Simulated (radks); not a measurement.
Results of a calculation; reference values are marked as such.
Species: the neon ion Ne4+. Configuration: [He] 2s2 2p2.

Code: a radial shooting solver on a logarithmic mesh with Libxc functionals. Model: non-relativistic Kohn-Sham, Wu-Cohen GGA, spin-polarised, spherical densities, point nucleus; open shells are filled with parallel spins first.

Energy parts (hartree):
part                      energy
total                 -120.46836
kinetic                120.31482
electron-nucleus      -267.01696
Hartree                 35.67108
exchange-correlation    -9.43729

Orbitals (lengths in bohr, moments of r in powers of bohr):
orbital,occ.,eigenvalue (hartree),<1/r>
1s up,1,-34.95270,9.596
1s down,1,-34.83966,9.620
2s up,1,-4.89415,1.923
2s down,1,-4.65107,1.883
2p up,2,-4.11653,1.840
2p down,0,-3.84758,1.802
3s up,0,-1.53694,0.6884

The highest occupied level is 2p up at -112.02 eV. Virial ratio -V/T = 2.00128. The density falls to 0.001 e/bohr^3 at r = 2.00 bohr. The electron density at the nucleus is 634.1 e/bohr^3. For comparison, the ionisation energy in NIST's Atomic Spectra Database is 126.25 eV (measured). In exact Kohn-Sham theory the highest level is minus the ionisation energy, but local and semilocal functionals leave it too shallow, through self-interaction and a potential that decays too fast; potentials with the right tail come closer. Summed over all electrons, <r^2> = 2.662 bohr^2, which gives a Langevin (diamagnetic) susceptibility term of -2.11 x 10^-6 cm^3/mol. Spin moment in Bohr magnetons: 2.
